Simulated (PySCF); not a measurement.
Species: InH2(CN), CH2InN.
Structure used (PBE0-D3(BJ)/def2-SVP), in Å, numbered top down from 1:
```xyz
5
CH2InN angstrom
In     0.404    0.700    0.005
H      2.107    0.532    0.053
H     -0.591    2.095   -0.028
C     -0.671   -1.159   -0.016
N     -1.249   -2.167   -0.014
```

Method used: PBE0-D3(BJ)/def2-SVP geometry optimisation, gas phase, def2 core potentials past Kr in PySCF 2.14.0.

Q: Which atoms are bound to In1, and at what distances?

A: 3 atoms: H3 1.713 Å, H2 1.713 Å, C4 2.148 Å. The nearest atom not counted as bound is N5, at 3.31 Å.

Q: List the angles at In1.

A: 
```json
{"angle": "H2–In1–H3", "degrees": "131.2", "distance of the outer atoms (Å)": "3.12"}
{"angle": "H3–In1–C4", "degrees": "114.5", "distance of the outer atoms (Å)": "3.26"}
{"angle": "H2–In1–C4", "degrees": "114.4", "distance of the outer atoms (Å)": "3.25"}
```

Q: What is the shape at In1?

A: Planar: angles 131.2°, 114.5° and 114.4°, sum 360.0°, 0.00 Å off the plane of its three neighbours.

Q: What are the other bond lengths?

A: C4–N5 1.162 Å.

Q: Give some angles away from the centre.

A: In1–C4–N5 179.3°.

Q: What are the rotational constants (commonest isotopes, rigid rotor)?

A: A = 103082, B = 2891, C = 2812 MHz: a near-prolate asymmetric top.

Point group: C2v (tolerance 0.08 Å). Charge 0, singlet. No PBE0-D3(BJ)/def2-SVP frequencies stand behind this structure, so it isn't proved a minimum.

The run took 5.1 s on an Arm Neoverse V2 with one thread (shared host). These figures are those of the optimisation.
